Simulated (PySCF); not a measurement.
In(Br)(OH)2 (BrH₂InO₂), SMILES [OH][In]([OH])[Br]. Coordinates come from a B3LYP-D3(BJ)/def2-SVP optimisation. The structure was generated by enumeration; whether it is a known compound was not checked. The def2 effective core potentials stand for the cores of In; spin–orbit coupling is left out. One conformer was computed; it need not be the lowest.

Problem. Give the equilibrium geometry at B3LYP-D3(BJ)/def2-SVP (PySCF confirms it by a frequency run) as Cartesian coordinates in Å, and its point group. (Estimate from the structure and the level; the computed values follow.)

Solution. One answer among several that fit: point group Cs.
```xyz
6

In    -0.0021     0.6714     0.0000
Br    -0.0178    -1.8141     0.0000
O     -1.7353     1.6575     0.0000
H     -1.5780     2.6139     0.0000
O      1.7131     1.7017     0.0000
H      2.4806     1.1110     0.0000
```
Charge 0, spin multiplicity 1.
